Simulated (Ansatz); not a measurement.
Relaxation of F₃H₃OSZr (9 atoms, charge 0, multiplicity 1), to a largest force component of 0.03 eV/Å in at most 50 steps.

Method: RHF/def2-SVP (Ansatz).

```xyz
9
Properties=species:S:1:pos:R:3
Zr 0.258 -0.481 -0.426
O -0.844 -0.492 2.633
H -0.701 0.236 3.221
F 1.262 -0.666 -2.018
F 0.372 1.345 0.086
F -1.511 -0.976 -0.901
S 1.385 -2.085 1.183
H 2.126 -2.754 0.293
H -0.308 -1.227 2.970
```

Problem. Where does it end, and by what steps?

Solution. The forces met the threshold. After 10 steps the energy has fallen by 0.643 eV; H9 moved furthest, 0.63 Å. Joined: Zr1–O2 (3.25 → 2.35 Å).

| step | energy less start (eV) | largest force component (eV/Å) | accepted |
| --- | --- | --- | --- |
| 0 | 0.0000 | 0.997 | yes |
| 1 | -0.0995 | 1.727 | yes |
| 2 | -0.2364 | 0.868 | yes |
| 3 | -0.4455 | 1.567 | yes |
| 4 | -0.5519 | 0.864 | yes |
| 5 | -0.6171 | 0.495 | yes |
| 6 | -0.6211 | 0.262 | yes |
| 7 | -0.6367 | 0.238 | yes |
| 8 | -0.6397 | 0.148 | yes |
| 9 | -0.6414 | 0.199 | yes |
| 10 | -0.6429 | 0.026 | yes |

```xyz
9
Properties=species:S:1:pos:R:3
Zr 0.234 -0.560 -0.012
O -0.596 -0.410 2.187
H -0.596 0.425 2.639
F 1.062 -0.586 -1.728
F 0.410 1.295 0.464
F -1.530 -1.161 -0.436
S 1.677 -2.268 1.127
H 2.268 -2.745 0.025
H -0.891 -1.092 2.775
```

Whether the end is a true minimum wasn't checked by a vibrational analysis.

Time of the run: 29 s on 2 threads of Arm Neoverse V1, with other jobs on the host, peak memory 0.27 GiB.
